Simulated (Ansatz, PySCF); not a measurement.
Al(Me)2(H) anion (C2H7Al), SMILES [CH3][AlH][CH3] (connectivity only; charge and spin as stated), charge -1, multiplicity 2. Atoms are numbered in the order given.

```xyz
10

Al     0.3618    -0.1290    -0.5146
C     -0.5478    -1.5140     0.6658
H     -0.3337    -2.5532     0.3580
H     -1.6474    -1.4024     0.6811
H     -0.2026    -1.4109     1.7155
C     -0.0331     1.7300     0.2113
H      0.4752     2.5322    -0.3531
H      0.3068     1.8117     1.2647
H     -1.1126     1.9672     0.2071
H      1.9865    -0.3881    -0.5256
```
Charge -1, spin multiplicity 2.

Geometry: B3LYP-D3(BJ)/def2-SVPD. The spin state was assumed, not searched. The isomer is the one that the SMILES or the coordinates give; other isomers of the formula were not compared.

Two levels are set side by side: PBE-D3(BJ)/def2-SVPD (Ansatz, an electronic-structure program) and B3LYP-D3(BJ)/def2-SVPD (Ansatz). Each level has its own optimised geometry; the coordinates shown are those of the second. Frequencies come from the Hessian of PySCF at each geometry. Differences are taken from unrounded values.

| quantity | B3LYP-D3(BJ) |
|---|---|
| mean bond length (Å) | 1.373 |
| bond Al1–C2 (Å) | 2.034 |
| bond Al1–C6 (Å) | 2.034 |
| bond Al1–H10 (Å) | 1.645 |
| bond C2–H3 (Å) | 1.105 |
| bond C2–H4 (Å) | 1.105 |
| bond C2–H5 (Å) | 1.110 |
| bond C6–H7 (Å) | 1.105 |
| bond C6–H8 (Å) | 1.110 |
| bond C6–H9 (Å) | 1.105 |
| highest harmonic wavenumber (cm⁻¹) | 3045 |
| mean harmonic wavenumber (cm⁻¹) | 1360 |
| zero-point energy (kcal/mol) | 46.65 |

What does PBE-D3(BJ) give, and how far is it from B3LYP-D3(BJ)? (The exact figures need the calculation; the answer reports its results.)


```csv
quantity,PBE-D3(BJ),PBE-D3(BJ) minus B3LYP-D3(BJ)
mean bond length (Å),1.380,0.008
bond Al1–C2 (Å),2.040,0.005
bond Al1–C6 (Å),2.040,0.005
bond Al1–H10 (Å),1.659,0.014
bond C2–H3 (Å),1.112,0.007
bond C2–H4 (Å),1.112,0.007
bond C2–H5 (Å),1.117,0.007
bond C6–H7 (Å),1.112,0.007
bond C6–H8 (Å),1.117,0.007
bond C6–H9 (Å),1.112,0.007
highest harmonic wavenumber (cm⁻¹),3007,-39
mean harmonic wavenumber (cm⁻¹),1327,-33
zero-point energy (kcal/mol),45.53,-1.12
```

Exact exchange shortens and stiffens bonds; PBE has none. Differences between two approximate levels are no errors against the true value.
